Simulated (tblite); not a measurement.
Species: C4H3F4S (doublet state).
Bonds: F1–C2, C2–C3, C3–S4 (double), C3–C5, C5–C6, C6–F7, C6–F8, C6–F9. Hydrogens: H10 on C2; H11, H12 on C5.

Structure optimised with GFN2-xTB, isolated species. This method treats the open shell by occupation alone, without spin polarisation.

(1) List the bond lengths, angles and torsions at this level.

Answers

(1) 
| bond | length (pm) |
| --- | --- |
| F1–C2 | 133.1 |
| C2–C3 | 134.7 |
| C3=S4 | 171.3 |
| C3–C5 | 150.6 |
| C5–C6 | 152.4 |
| C6–F7, C6–F8, C6–F9 | 133.9 |
| C2–H10 | 107.9 |
| C5–H11, C5–H12 | 109.2 |

Bonds in one row agree within 1 pm and their mean is given. A selection of angles:
| angle | degrees |
| --- | --- |
| F1–C2–C3 | 121.7 |
| C2–C3–S4 | 119.6 |
| C2–C3–C5 | 121.6 |
| S4–C3–C5 | 118.7 |
| C3–C5–C6 | 110.5 |
| C5–C6–F7 | 112.3 |
| C5–C6–F8 | 112.7 |
| F7–C6–F8 | 106.7 |

Torsions: F1–C2–C3–S4 -179° (antiperiplanar); C2–C3–C5–C6 92° (anticlinal); C3–C5–C6–F7 -56° (synclinal). The mirror-image conformer, all signs reversed, is as good.

The C–C distances run from 1.347 Å (C2–C3, drawn single in one of several resonance forms) to 1.524 Å (C5–C6, drawn single), a spread of 0.177 Å. Of the pairs four or more bonds apart, F1···H11 is among the closest relative to their van der Waals radii: 2.50 Å, 93 % of the sum of Bondi's values. C2 (carbon bonded to C, F and H) is planar (angles 124.8°, 121.7° and 113.5°, sum 360.0°, 0.01 Å off the plane of its three neighbours). C3 (carbon bonded to 2 C and S) is planar (angles 121.6°, 119.6° and 118.7°, sum 360.0°, 0.01 Å off the plane of its three neighbours).

Point group: C1 (no symmetry element, even within 0.4 Å). Its GFN2-xTB frequencies are all real (lowest 29 cm⁻¹).

These are computed values.
